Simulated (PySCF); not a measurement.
# IrO₂⁻: breathing scan

Method: r2SCAN/[Ir def2-TZVPD with ECP60, O def2-TZVPD], scalar-relativistic core potentials, density fitting, no spin–orbit coupling, PySCF.

Rigid scan from the singlet minimum (Ir–O 1.718 Å (×2); O–Ir–O 180.0°). Coordinate: all bonds to the central atom scaled together. Energies in kJ/mol from the minimum.

| scale of all bonds to the centre | E (kJ/mol) |
| --- | --- |
| 0.88 | 367.4 |
| 0.92 | 140.9 |
| 0.96 | 30.5 |
| 1.00 | 0.0 |
| 1.04 | 22.9 |
| 1.08 | 80.6 |
| 1.14 | 203.8 |
| 1.22 | 395.1 |
| 1.35 | 696.1 |

At long bonds a restricted determinant can lie too high, and another spin state can fall below this curve.

No spin–orbit coupling is included, which matters more the heavier the element.

Other isomers or separated fragments may lie lower.

The scan took roughly 3 core-minutes on a shared host.
